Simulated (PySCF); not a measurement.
Vertical excitations of a molecule C₅H₅F from TDDFT-PBE/def2-SVPD (PySCF), as energy in eV (oscillator strength): 5.13 (0.000), 5.34 (0.305), 5.39 (0.000), 5.84 (0.000), 6.46 (0.090), 6.54 (0.005), 6.81 (0.005), 7.22 (0.002), 7.30 (0.314), 7.38 (0.017). Lowest triplet (TDA): 3.39 eV. Geometry: B3LYP-D3(BJ)/def2-SVP. One conformer was computed; it need not be the lowest.

Task: Identify the compound among the candidates.
A. C=C=C(F)C=C
B. FC1=CC=CC1
C. C=C(F)C#CC
D. FC1C=CC=C1

Result: C, C=C(F)C#CC
